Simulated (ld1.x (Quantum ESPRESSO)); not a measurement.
# Al: one change to a TM semilocal potential, before and after

aluminium, norm-conserving Troullier–Martins (semilocal form), made with ld1.x (Quantum ESPRESSO) 7.5 (LDA (PZ), scalar-relativistic). Core [Ne], reference 3s2 3p1. Waves: 3p (bound): rc 2.35 bohr; 3s (bound): rc 1.55 bohr. Local part: the s channel. Core correction: a·sin(br)/r model core inside 0.80 bohr.

Change: wave 3s (bound): rc 1.55 bohr becomes 3s (bound): rc 1.36 bohr.

Cutoffs: the cutoffs (Ry, on a coarse ladder) from which the occupation-weighted sum of valence levels, in a spherical-Bessel basis at the reference potential, stays within 10 and 1 mRy of its value at 400 Ry; they do not see the model core or the augmentation charge, which bear on the density cutoff. Errors are all-electron minus pseudo energies relative to the spin-unpolarised reference configuration.

**Question.** Predict the effect on cutoff, ghosts and configuration errors.

**Answer.** The potential gets harder (25 Ry and 55 Ry → 40 Ry and 80 Ry); of the 9 tests that both files solve, the error grows in 5 and shrinks in 0 by more than 15 % and 0.3 meV (median size 2.2 → 2.8 meV); neither file shows a bound ghost. A smaller radius makes the pseudo-wave follow the all-electron one further in, where it bends more sharply, so more plane waves are needed. That the errors move this way runs against the usual rule that smaller radii transfer better. A semilocal file is local in each channel, so a ghost entry of none says nothing of the separable form that plane-wave codes build from it.

```csv
quantity,base,changed
"cutoff, loose",25 Ry,40 Ry
"cutoff, tight",55 Ry,80 Ry
loose cutoff by channel (10 mRy a level),"p 6 Ry, s 15 Ry","p 6 Ry, s 35 Ry"
bound ghosts,none,none
"error for 3s2 3p0, meV [ΔE 5.85 eV]",+2.2,+2.8
"error for 3s1 3p0, meV [ΔE 25.22 eV]",+14,+21
"error for 3s2 3p0.5, meV [ΔE 2.13 eV]",+0.3,+0.4
"error for 3s1 3p2, meV [ΔE 5.16 eV]",-3.2,-5.0
"error for 3s2 3p1.3, meV [ΔE -0.60 eV]",+0.1,+0.1
"error for 3s0 3p3, meV [ΔE 10.51 eV]",-15,-26
"error for 3s1 3p1, meV [ΔE 11.67 eV]",+0.7,+0.7
"error for 3s2 3p1 (spin-polarised), meV [ΔE -0.14 eV]",+0.9,+0.9
"error for 3s1 3p0 (spin-polarised), meV [ΔE 24.80 eV]",+7.2,+11
s: phases at 2.56 bohr within 0.05 rad from the reference energy up to (Ry; the scan ends near 5),2.1,1.5
p: phases at 2.56 bohr within 0.05 rad from the reference energy up to (Ry; the scan ends near 5),3.2,3.2
```
